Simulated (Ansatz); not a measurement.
Computed with Ansatz on PBE0-D4/def2-TZVP structures; ΔE is electronic, products minus reactants. CCSD(T)/CBS is the MP2 limit (def2-TZVPP, def2-QZVPP) plus CCSD(T) − MP2 in def2-TZVPP, frozen cores. DFT in def2-TZVPP. B3LYP here is the variant with VWN-RPA as its local correlation; programs differ in this. For Se, Zn outer-core shells are correlated without core-valence functions, which leaves a few kJ/mol of doubt a bond. Scalar relativity is left out up to krypton. One conformer a species, not always the lowest.

Reaction (ligand exchange at a Zn–C bond): `[CH3][Zn][CH](F)S` + `FC(F)(F)[SeH]` → `[CH3][Zn][Se]C(F)(F)F` + `FCS`

Question: Is it downhill or uphill in electronic energy at CCSD(T)/CBS, and by how much? (An estimate is asked.)

Answer: The calculation gave: Downhill: ΔE = -149.5 kJ/mol.

Question: What do these levels give: PBE-D4, PBE0-D4, B3LYP-D4, r2SCAN0-D4, ωB97M-V, PBE-QIDH, revPBE, r2SCAN0, HF/def2-SVP, MP2/def2-SVP, SCS-MP2/def2-TZVPP, MP2/CBS(def2)? (Best estimate.)

Answer: Ansatz gave: PBE-D4 -134.4, PBE0-D4 -146.0, B3LYP-D4 -143.2, r2SCAN0-D4 -151.7, ωB97M-V -145.7, PBE-QIDH -151.6, revPBE -134.2, r2SCAN0 -151.5, HF/def2-SVP -177.9, MP2/def2-SVP -157.3, SCS-MP2/def2-TZVPP -146.7, MP2/CBS(def2) -151.4 kJ/mol.

Largest T1 diagnostic among the species: 0.014.

At CCSD(T), def2-SVP lies −3.3 kJ/mol from the extrapolated value and def2-TZVPP +5.3 kJ/mol. Leaving LDA and LC-ωPBE aside and taking each functional with its dispersion term where it has one, the values, not all of them listed here, spread over 24.0 kJ/mol, from BHLYP-D4 to revPBE-D4. LDA lies +4.0 kJ/mol from PBE without D4. From r2SCAN to r2SCAN0 (25 % exact exchange), in def2-TZVPP and without D4, ΔE moves by −8.9 kJ/mol.
